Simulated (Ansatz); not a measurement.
Stepwise reaction of `[CH3][Sn]([CH3])([F])[F]` with hydrogen sulfide, as a gas-phase model of exchange steps in deposition or etching. ΔE in kJ/mol; ΔG adds harmonic PBE0-D4 terms to CCSD(T)/CBS, at 1 bar.

Gas-phase electronic energies from Ansatz, PBE0-D4/def2-TZVP geometries. CCSD(T)/CBS adds triple-zeta CCSD(T) − MP2 to the extrapolated MP2 energy (def2 sets, frozen cores). This one scheme is used for every species. Functionals use def2-TZVPP. B3LYP here is the variant with VWN-RPA as its local correlation; programs differ in this. Elements past krypton have def2 core potentials. For Sn outer-core shells are correlated without core-valence functions, which leaves a few kJ/mol of doubt a bond. One conformer a species, not always the lowest.

```tsv
step	reaction	PBE-D4	B3LYP-D4	ωB97M-V	CCSD(T)/CBS	ΔG(500 K)
1	`[CH3][Sn]([CH3])([F])[F]` + H₂S → `[CH3][Sn]([F])([F])[SH]` + CH₄	-77.4	-77.1	-72.7	-71.0	-60.7
```

(1) Give the row of step 2, `[CH3][Sn]([F])([F])[SH]` + H₂S → `[F][Sn]([F])([SH])[SH]` + CH₄. (Estimate.)

(2) By hand: ΔE of the 2 steps together at CCSD(T)/CBS.

Answers

(1) The calculation gave: 
```json
{"step": "2", "reaction": "`[CH3][Sn]([F])([F])[SH]` + H₂S → `[F][Sn]([F])([SH])[SH]` + CH₄", "PBE-D4": "-67.9", "B3LYP-D4": "-67.6", "ωB97M-V": "-62.9", "CCSD(T)/CBS": "-62.0", "ΔG(500 K)": "-41.1"}
```

(2) (-71.0) + (-62.0) = -133.0 kJ/mol, or -66.5 kJ/mol a step.

In ΔE each step is higher than the one before. All are downhill at CCSD(T)/CBS. ΔG lies between -60.7 and -41.1 kJ/mol a step. PBE-D4 differs from CCSD(T)/CBS by -6.4 to -5.9 kJ/mol a step. Isolated molecules leave out the surface, adducts and barriers. Largest T1 diagnostic: 0.014.
